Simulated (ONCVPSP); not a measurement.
# Before and after: ONCV potential for Pd (Z = 46)

```json
{
  "Element": "Pd (Z = 46)",
  "Generator": "ONCVPSP 4.0.1",
  "Type": "optimised norm-conserving Vanderbilt (ONCV)",
  "Functional": "PW91",
  "Relativity": "scalar-relativistic",
  "Frozen core": "[Ar] 3d10 4s2",
  "Valence charge": "16",
  "Reference configuration": "4p6 4d9 5s1",
  "Partial waves": "5s: rc 2.75 bohr, ncon 5, nbas 9, qcut 2.8 1/bohr, 2 projectors, debl 3.5 Ha; 4p: rc 1.00 bohr, ncon 3, nbas 7, qcut 7.2 1/bohr, 3 projectors, debl 1 Ha; 4d: rc 1.65 bohr, ncon 4, nbas 9, qcut 9.5 1/bohr, 3 projectors, debl 1.3 Ha",
  "Local potential": "polynomial inside 0.80 bohr (lpopt 3, dvloc0 6 Ha)",
  "Core correction": "Teter function, fcfact 5.75, rcfact 1.55"
}
```

In the p channel the program set the typed energies aside and used -2.004, 0.250, 1.250 Ha.

All-electron outer shells of the reference configuration (PW91, scalar-relativistic, ld1.x):

```csv
shell,level (eV),outermost node (bohr),outermost maximum (bohr)
4s,-88.78,0.45,0.85
4p,-54.53,0.46,0.91
4d,-6.75,0.45,1.09
5s,-4.41,1.15,2.58
```

Change: s: ncon 4, nbas 8.

Cutoffs: the cutoffs (Ha) at which the residual kinetic energy of the hardest occupied pseudo-wave falls to 1 and 0.1 mHa per electron; they do not see the model core or the augmentation charge, which bear on the density cutoff. Errors are all-electron minus pseudo energies relative to the spin-unpolarised reference configuration.

Problem. What does the change do?

Solution. The potential gets neither clearly harder nor softer (141 Ha and 226 Ha → 141 Ha and 226 Ha); both files keep a bound ghost (p, s); of the 3 tests that both files solve, the error grows in 0 and shrinks in 2 by more than 15 % and 0.3 meV (median size 10.6 → 10.2 meV).

```tsv
quantity	base	changed
cutoff, loose	141 Ha	141 Ha
cutoff, tight	226 Ha	226 Ha
loose cutoff by channel	s 3.7 Ha, p 141 Ha, d 29 Ha	s 3.4 Ha, p 141 Ha, d 29 Ha
bound ghosts	s, p	s, p
GHOST(+) flags under 300 eV	s at 126.2 eV	none
tests with a reliable result	3 of 4	3 of 4
error for 4p6 4d10 5s0, meV [ΔE -1.50 eV]	-20	-14
error for 4p6 4d9 5s0, meV [ΔE 7.68 eV]	-11	-10
error for 4p6 4d8 5s0, meV [ΔE 28.58 eV]	+10	+0.7
s: phases at 2.79 bohr within 0.05 rad from the reference energy up to (Ha; the scan ends near 5)	n/a	n/a
p: phases at 1.01 bohr within 0.05 rad from the reference energy up to (Ha; the scan ends near 5)	to the end of the scan	to the end of the scan
d: phases at 1.68 bohr within 0.05 rad from the reference energy up to (Ha; the scan ends near 5)	to the end of the scan	to the end of the scan
rms error of d²Exc/dni dnj with the model core, mHa	0.79	0.79
```

 A true bound ghost makes a file unfit for plane-wave use even where its test errors are small: the radial tests pick states by their node count and pass the ghost by.
